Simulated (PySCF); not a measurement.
Species: C6H6ClN.
Atom-mapped SMILES: `[NH2:1][c:2]1[cH:3][cH:4][cH:5][c:6]([Cl:7])[cH:8]1` (hydrogens: H9, H10 on N1; H11 on C3; H12 on C4; H13 on C5; H14 on C8)

Geometry (PBE0-D3(BJ)/def2-TZVP, Å), atoms numbered from 1 in this order:
```xyz
14
C6H6ClN angstrom
N      2.3074   -0.2580   -0.1035
C      0.9387   -0.0805   -0.0416
C      0.3805    1.1996   -0.0843
C     -0.9924    1.3623   -0.0763
C     -1.8486    0.2720   -0.0268
C     -1.2840   -0.9921    0.0152
Cl    -2.3160   -2.3801    0.0808
C      0.0852   -1.1840    0.0085
H      2.8654    0.5266    0.1884
H      2.6548   -1.1369    0.2415
H      1.0316    2.0657   -0.1284
H     -1.4087    2.3627   -0.1086
H     -2.9230    0.3932   -0.0197
H      0.4875   -2.1895    0.0387
```

Level: wB97X-D/pcSseg-2 in PySCF, non-relativistic, on one gas-phase PBE0-D3(BJ)/def2-TZVP geometry that isn't relaxed in the solvent. The solvent is an IEF-PCM continuum (van der Waals radii × 1.2). Only the electrostatic response of the medium enters.

Gas phase at wB97X-D/pcSseg-2: HOMO -7.97 eV, LUMO 1.30 eV, dipole 2.97 D.

Problem. What does the continuum do to the energy, the frontier levels and the dipole at wB97X-D/pcSseg-2 in chloroform?

Solution. 
```csv
solvent,ε,E(solvent) − E(gas) (kcal/mol),polarisation term (kcal/mol),distortion of the solute (kcal/mol),HOMO (eV),LUMO (eV),dipole (D)
chloroform,4.711,-4.69,-5.22,0.53,-7.89,1.32,3.68
```

The polarisation term is half the interaction of the solute with the surface charges that it induces; the rest is the cost of distorting the solute's density. The sum is the electrostatic part of solvation alone.

Problem. Which radius a makes the point-dipole formula ΔE = −[(ε − 1)/(2ε + 1)]·μ²/a³ give the value in chloroform, with the gas-phase dipole?

Solution. μ = 1.167 au and |ΔE| = 0.00747 Eh give a = 2.13 Å; the farthest nucleus lies 3.32 Å from the centroid of the nuclei, so such a sphere wouldn't even hold the nuclei. The formula assumes a rigid point dipole at the centre of a sphere.

Problem. Give the dipole vector in the frame of the coordinates (D, pointing from negative to positive charge), gas and chloroform.

Solution. Gas (2.53, 1.32, 0.83), solvent (3.16, 1.61, 1.00). Its length changes by +24 % and its direction by less than 1°.

wB97X-D is run here without its empirical dispersion term; that term would change no orbital, density or response property at a fixed geometry.
